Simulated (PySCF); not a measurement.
Level of theory: PySCF with r2SCAN-D4/def2-TZVP. Isolated molecules, 0 K electronic values unless said otherwise. One relaxed conformer stands for a flexible species; it need not be the lowest. Delta-SCF ions had no search for a lower state. 

Reference species (SMILES): `C/N=C(\N)O` (neutral, multiplicity 1).

| Item | Value |
|---|---|
| vertical ionisation energy (Delta-SCF) | 8.75 eV |
| HOMO | -5.68 eV |
| S1 oscillator strength | 0.012 |
| HOMO–LUMO gap | 6.38 eV |

Changed species: `[H]/N=C(\N)CO` (N–C–C–O torsion -159°, C–C–O–H torsion 72°).

**Question.** Give the shifts of the vertical ionisation energy (Delta-SCF), HOMO, S1 oscillator strength and HOMO–LUMO gap.

**Answer.** the vertical ionisation energy (Delta-SCF) rises by 0.35 eV, to 9.10 eV; the HOMO drops by 0.25 eV, to -5.93 eV; the S1 oscillator strength stays essentially unchanged; the HOMO–LUMO gap drops by 0.48 eV, to 5.90 eV.
